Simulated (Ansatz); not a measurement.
Cost and result for the atomization energy of ClH6NO3Si2 (`O[SiH](O)N[SiH](O)Cl`) (13 atoms, 12 bonds).

Z-matrix (Å, degrees):
```
Si
O 1 1.651
N 1 1.705 2 104.4
O 1 1.639 2 109.2 3 121.1
H 1 1.483 2 110.9 3 -120.5
H 2 0.959 1 116.0 3 -140.3
Si 3 1.721 1 130.0 2 8.6
H 3 1.012 1 115.0 2 179.1
H 4 0.958 1 117.3 2 115.5
O 7 1.621 3 110.4 1 -28.2
Cl 7 2.063 3 109.9 1 93.7
H 7 1.473 3 110.5 1 -150.1
H 10 0.967 7 114.1 3 28.0
```

Total charge 0; spin multiplicity 1. All single points use the PBE0-D4/def2-TZVP geometry. It is one conformer, not always the lowest. Program: Ansatz. All runs use 2 threads of an AMD EPYC 7R13 on a shared host and a share of an NVIDIA H100 80 GB. Times are those of one run each, without the atoms' runs, and a repeat can differ threefold. Electronic energies, without spin–orbit coupling; frozen cores. CCSD(T)/CBS adds CCSD(T) − MP2 in def2-TZVPP to the MP2 limit, and its time is that of the two runs behind it. T1 = 0.011. B3LYP takes the VWN-RPA correlation (the form of Gaussian; ORCA's B3LYP/G).

CCSD(T)/CBS is a level of theory with its own doubt, some kJ/mol a heavy atom from the limit and from the frozen cores, so smaller differences don't rank the functionals.

| level | functions | wall time | atomization (kcal/mol) | difference from CCSD(T)/CBS | per bond |
| --- | --- | --- | --- | --- | --- |
| B2PLYP/def2-TZVPP | 334 | 3.4 s | 1177.8 | -23.8 | -2.0 |
| ωB97X-V/def2-TZVPP | 334 | 5.5 s | 1198.9 | -2.7 | -0.2 |
| MP2/def2-QZVPP | 618 | 6 s | 1218.5 | 16.9 | 1.4 |
| B3LYP-D4/def2-TZVPP (with forces) | 334 | 6.5 s | 1187.5 | -14.1 | -1.2 |
| r2SCAN-D4/def2-TZVPP (with forces) | 334 | 6.5 s | 1193.9 | -7.7 | -0.6 |
| PBE-D4/def2-TZVPP (with forces) | 334 | 7.5 s | 1205.0 | 3.4 | 0.3 |
| ωB97M-V/def2-TZVPP (with forces) | 334 | 7.5 s | 1200.5 | -1.1 | -0.1 |
| PBE0-D4/def2-TZVPP | 334 | 8 s | 1180.0 | -21.6 | -1.8 |
| CCSD(T)/def2-TZVPP | 334 | 8 s | 1159.7 | -41.9 | -3.5 |
| CCSD(T)/CBS(def2) | – | 14 s | 1201.6 | 0.0 | 0.0 |

The D4 term adds +14.6 kcal/mol with B3LYP and +7.8 kcal/mol with PBE0; it sums over pairs of atoms, weighted by their polarisabilities, and B3LYP, whose exchange is more repulsive, gets the larger term. From PBE to PBE0 (25 % exact exchange), in def2-TZVPP and without D4, the atomization energy moves by −23.7 kcal/mol: exact exchange takes away binding that semilocal exchange gives to molecules. In def2-TZVPP, CCSD(T) changes the Hartree–Fock value by +319.8 kcal/mol (the triples alone add +19.4 kcal/mol) and MP2 by +353.3 kcal/mol; breaking electron pairs costs correlation energy, which Hartree–Fock lacks.
